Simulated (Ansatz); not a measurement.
Si(F)4(OH2) (F4H2OSi), SMILES O->[Si](F)(F)(F)F (connectivity only; charge and spin as stated), neutral, multiplicity 1.

Coordinates come from a PBE0-D3(BJ)/def2-SVP optimisation. Other conformers were not sampled.

Two levels are set side by side: PBE/def2-TZVPD (Ansatz, a first-principles code) and PBE0/def2-TZVPD (Ansatz). Energy differences of separate SCF runs at the same geometry; the states with an electron removed or added have multiplicity 2 and 2. Differences are taken from unrounded values.

```json
[
 {"quantity": "vertical ionisation energy (eV)", "PBE0": "13.39"},
 {"quantity": "vertical singlet–triplet gap (eV)", "PBE0": "8.18"}
]
```

Problem. What does PBE give, and how far is it from PBE0? (The exact figures need the calculation; the answer reports its results.)

Solution. 
```
quantity                             PBE  PBE minus PBE0
---------------------------------  -----  --------------
vertical ionisation energy (eV)    12.45           -0.94
vertical singlet–triplet gap (eV)   7.57           -0.61
```
